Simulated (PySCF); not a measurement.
# Excitation energy of Sn by level of theory

Sn [Kr] 4d10 5s2 5p2 (3P) → Sn [Kr] 4d10 5s1 5p3 (5S), as a difference of total energies. Computed with PySCF 2.14 in aug-cc-pVTZ-DK3 (8s7p5d2f, 68 functions), with scalar relativity by spin-free X2C-1e. Correlated levels: valence: [Kr] 4d10 frozen. The calculations carry no spin-orbit coupling.

```
           method  excitation energy (eV)  error (eV)
              UHF                   2.966      -1.641
              LDA                   5.340      +0.733
              PBE                   5.107      +0.500
             PBE0                   4.714      +0.107
           r2SCAN                   4.467      -0.140
          wB97X-V                   4.912      +0.305
             BP86                   5.164      +0.557
          wB97M-V                   4.768      +0.161
          r2SCANh                   4.401      -0.206
    MP2 (valence)                   3.720      -0.887
SCS-MP2 (valence)                   4.060      -0.547
```

Reference: 4.607 eV (measured; NIST levels, between the centres of gravity of the two terms).

Errors of the correlated levels include the incompleteness of this basis and the frozen core.
